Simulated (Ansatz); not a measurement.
Species: sum formula BNH (charge 0, doublet). It need not be the lowest isomer of its formula. SMILES: B=[N]
Geometry: optimised at B3LYP-D3(BJ)/def2-TZVP (Ansatz, a program for electronic structure).

Wanted: atomisation energy (electronic, to ground-state atoms), in kcal/mol. Valence correlation only, unless marked. UHF or UKS for open shells. No spin-orbit coupling. Non-relativistic. The coupled-cluster limit lacks core correlation, which all-electron functionals hold. CBS(X,Y): correlation extrapolated as X^-3; Hartree-Fock from the larger set.

| level | program | atomisation energy (kcal/mol) |
|---|---|---|
| HF/cc-pVDZ | Ansatz | 138.2 |
| SVWN5/def2-TZVPD | Ansatz | 254.1 |
| PBE-D3(BJ)/def2-TZVPD | Ansatz + dftd3 | 231.2 |
| r2SCAN-D4/def2-TZVPD | Ansatz + dftd4 | 221.1 |

Q: Predict the CCSD(T)/CBS(aug-cc-pVTZ,aug-cc-pVQZ) result (Ansatz).

A: 215.2 kcal/mol
